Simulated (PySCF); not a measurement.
# Ar²⁺: excitation energy

Ar²⁺ [Ne] 3s2 3p4 (3P) → Ar²⁺ [Ne] 3s1 3p4 3d1 (high-spin determinant), as a difference of total energies. Calculation: PySCF 2.14, in dyall-av2z (13s9p2d, 50 functions); the non-relativistic Hamiltonian (point nucleus). Correlated levels: valence: [Ne] frozen; virtual orbitals above 40 to 60 times the deepest correlated orbital energy dropped. The calculations carry no spin-orbit coupling.

| method | excitation energy (eV) |
| --- | --- |
| UHF | 34.370 |
| MP2 (valence) | 34.961 |
| SCS-MP2 (valence) | 34.936 |
| CCSD (valence) | 34.139 |
| CCSD(T) (valence) | 33.972 |
| CCSDT (valence) | 33.803 |

**Question.** How much does correlation contribute at CCSD(T) (valence)?

**Answer.** 33.972 − (34.370) = -0.398 eV, measured against UHF.

The promoted electron is Rydberg-like, and one or two diffuse shells describe it only roughly, which tends to raise the upper state.

The coupled-cluster amplitudes are large for the upper state (T1 above 0.03 or a double amplitude above 0.15), so a single reference is strained.

The determinant of the upper state mixes LS terms, which raises its energy above the lowest term, most at the Hartree-Fock and MP2 levels.
